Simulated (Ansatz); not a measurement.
Total energies of C$_{2}$HF$_{3}$Sn, SMILES `C#[C][Sn]([F])([F])[F]`.

Cartesian coordinates in Å:
```
C -1.8253 -0.4925 -1.0941
C -0.8199 -0.2218 -0.4920
Sn 0.8775 0.2361 0.5259
F 1.3769 -1.0907 1.7699
F 0.7343 1.8342 1.5174
F 2.3739 0.4677 -0.5986
H -2.7174 -0.7330 -1.6284
```

The species carries charge 0 and has multiplicity 1. Correlated methods include outer-core shells of Sn, which these sets cover unevenly. Sn takes the def2 core potential. Geometry: relaxed with PBE0-D4/def2-TZVP. Basis def2-TZVPP, the Gaussian-basis code of Ansatz.

RPA on PBE orbitals: Hartree–Fock energy of these orbitals -588.09390 Eh, correlation -2.00020 Eh (frozen core).

```json
{"functional": "r2SCANh", "energy without D4 (Eh)": "-590.71145", "D4 term (kJ/mol)": "-3.9"}
{"functional": "r2SCAN0", "energy without D4 (Eh)": "-590.66088", "D4 term (kJ/mol)": "-4.3"}
```

Give the same for LDA (SPW92), PBE, revPBE, BLYP, r2SCAN, B97M-V, PBE0, B3LYP, HSE06 (plane-wave form), BHLYP, CAM-B3LYP, LC-ωPBE, ωB97X-V, ωB97M-V, B2PLYP, PBE-QIDH. (Best estimate.)

Computed: 
| functional | energy without D4 (Eh) | D4 term (kJ/mol) |
| --- | --- | --- |
| LDA (SPW92) | -587.88351 | – |
| PBE | -590.44839 | -15.1 |
| revPBE | -590.75177 | -39.9 |
| BLYP | -590.74019 | -32.4 |
| r2SCAN | -590.74651 | -3.6 |
| B97M-V | -590.73100 | – |
| PBE0 | -590.45260 | -12.8 |
| B3LYP | -590.90366 | -24.5 |
| HSE06 (plane-wave form) | -590.43497 | -12.1 |
| BHLYP | -590.60458 | -20.7 |
| CAM-B3LYP | -590.71038 | -13.2 |
| LC-ωPBE | -590.64312 | – |
| ωB97X-V | -590.69013 | – |
| ωB97M-V | -590.69402 | – |
| B2PLYP | -590.40995 | – |
| PBE-QIDH | -590.21315 | – |

B3LYP takes the VWN-RPA correlation (the form of Gaussian; ORCA's B3LYP/G). HSE06 is the plane-wave form, built on full-range PBE exchange. The double hybrids freeze the cores in their second-order part.

LC-ωPBE has ω = 0.4 bohr⁻¹.
